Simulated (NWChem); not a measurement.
System: CH4BeS2; SMILES C[S][Be][SH]

```xyz
8

Be     0.2760    -0.4723     0.0234
S     -0.0846    -2.3445     0.0552
H     -0.0905    -2.4358    -1.2954
S      0.6577     1.3868     0.0122
C     -1.0212     2.1245     0.0136
H     -1.5935     1.8298    -0.8756
H     -0.8846     3.2139    -0.0045
H     -1.5774     1.8570     0.9216
```
Atoms are numbered in this order, from 1.

Computed with NWChem. Pople sets run with spherical d functions. All runs use the structure optimised with PBE0/def2-SVP. Vertical excitations in the gas phase; the lowest state need not have the same character in each row.

For level B3LYP/6-31+G*, TDA:

```
Property                                  Value
----------------------------------------  -----
lowest excitation, singlet (eV)            4.78
lowest state with f > 0.02, singlet (eV)   5.32
lowest triplet (eV)                        4.50
orbital gap (eV)                           5.92
```

Problem. What are these values for level PBE/6-31+G*, TDA?

Solution. The lowest excitation, singlet (eV) is 4.51 and the lowest state with f > 0.02, singlet (eV) is 4.88. The lowest triplet (eV) is 4.23 and the orbital gap (eV) is 4.43.
